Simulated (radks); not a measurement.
Spherical quantum dot in the effective-mass picture: electrons in a parabolic well V = omega^2 r^2 / 2 with omega = 0.283, with a point charge +1 (a donor) at the centre, all in effective atomic units (hartree* = m*/eps^2 hartree, bohr* = eps/m* bohr), one dielectric constant everywhere. Method: non-relativistic Kohn-Sham, LDA (Slater exchange, Perdew-Wang correlation), spin-polarised, spherical densities; computed with a radial shooting solver with Libxc functionals. Levels are named by radial order and angular momentum (1s, 1p, 1d, 2s, ...), and open shells are averaged over m. Results are scaled to m* = 0.088 and eps = 12.7, for which hartree* = 14.85 meV and bohr* = 7.637 nm.

N = 11, configuration 1s2 1p6 1d(up 1, down 0) 2s2. This is the lowest configuration that the search found. Occupied and some empty levels:

level    occupation  eigenvalue (meV)  <r> (nm)
1s up             1            39.953     19.29
1s down           1            40.025     18.97
1p up             3            42.566     30.06
1p down           3            42.705     30.00
2s up             1            43.905     26.83
2s down           1            43.999     27.07
1d up             1            44.757     33.93
1d down           0            44.903     33.95
1f up             0            47.229     36.92
1f down           0            47.372     36.99
2p up             0            48.217     32.10
2p down           0            48.304     32.13
1g up             0            49.950     39.54
1g down           0            50.084     39.62

Energy (meV): total 259.791, kinetic 39.821, external 37.568, Hartree 220.07, exchange-correlation -37.662.

Electron density:

r (nm)  n(r) (e/nm^3)
2.71        0.0005835
5.73        0.0002846
8.74        0.0001502
11.8       0.00008824
14.8       0.00006033
17.8       0.00004892
20.8       0.00004496
23.8       0.00004323
26.8       0.00004074
29.9       0.00003616
32.9       0.00002959
35.9       0.00002205
38.9       0.00001485
41.9        8.998e-06
44.9        4.891e-06
48.0        2.383e-06
51.0        1.041e-06
54.0        4.075e-07
57.0        1.431e-07
60.0        4.539e-08
